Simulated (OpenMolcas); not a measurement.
An OpenMolcas run meant for Ca⁺ (ANO-RCC-VDZP, DKH2; inactive shells 1s 2s 2p 3s 3p; intended active space 1 electron in 4 orbitals (4s 4p)). One step of its input:

```
&CASPT2
Multistate=1 1
Frozen=2 3
IPEA=0.25
Shift=3.0
MaxIter=60
WThr=0.0 0.3 0.05
PrWF=0.5
NoMix
```

The run finished. Its levels beside those of a sound run (SS-CASPT2, IPEA 0.25 Eh, imaginary shift 0.1 Eh (closed shells correlated: 3s 3p)), in cm-1 above each run's lowest level:

| Level | This run | Usual run |
| --- | --- | --- |
| 4s 2S 1/2 | 0.0 | 0.0 |
| 4p 2P* 1/2 | 25151 | 25679 |
| 4p 2P* 3/2 | 25300 | 25828 |

**Question.** Which setting is unsound, and how much does it matter here?

**Answer.** The level shift is far above the usual 0.1 to 0.3 hartree and damps the second-order energy. Against the sound run the excited levels shown move by 530 cm-1 on average and by 530 cm-1 at most.

ANO sets are built for ground and valence states and can reach diffuse excited orbitals poorly. With one active electron, CASPT2 adds the correlation within the correlated inactive shells and between them and that electron, and leaves the splitting within a term as the reference gives it. Levels of configurations outside the active space are missing.

* marks odd parity.
